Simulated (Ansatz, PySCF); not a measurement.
Cl3Ge (SMILES [Cl][Ge]([Cl])[Cl]), doublet, geometry from GFN2-xTB. Base run: BLYP/6-31G* in PySCF.

Input for PySCF:
```python
from pyscf import gto, scf, dft

mol = gto.M(
    atom='''
Cl   -1.47561963   -1.37868741   -0.28744895
Ge    0.00218824    0.01532854    0.53081660
Cl   -0.45053478    1.95127180   -0.38783493
Cl    1.92203537   -0.60143812   -0.32390030
''',
    basis='6-31g*',
    spin=1,
    verbose=4,
)

mf = dft.UKS(mol)
mf.xc = 'blyp'
mf.kernel()
```

The same geometry, method and basis name were run in Ansatz (a quantum-chemistry and plane-wave program) and PySCF, at each program's defaults and at the settings that a row names. The base is PySCF at its defaults. Differences at the defaults can come from grids, fitting, cores and function types together.

```
code and settings                                                               ΔE vs base (mEh)  basis functions       E (Eh)  SCF cycles  dipole (D)
------------------------------------------------------------------------------  ----------------  ---------------  -----------  ----------  ----------
PySCF, defaults (exact integrals, its default grid, spherical functions)                   0.000               86  -3457.40242          10        1.40
Ansatz, defaults (factorised integrals, its default grid, Cartesian functions)           -17.765               92  -3457.42018           -           -
PySCF, density fitting with def2-universal-jkfit                                          -0.053               86  -3457.40247          10        1.40
PySCF, fine grid                                                                          -0.002               86  -3457.40242          10        1.40
Ansatz, high accuracy, Cartesian functions as the basis file defines them                -17.763               92  -3457.42018           -           -
```

Open shells are given as the SCF converged; they aren't shown to be the lowest states, and a large step between rows can be another state.
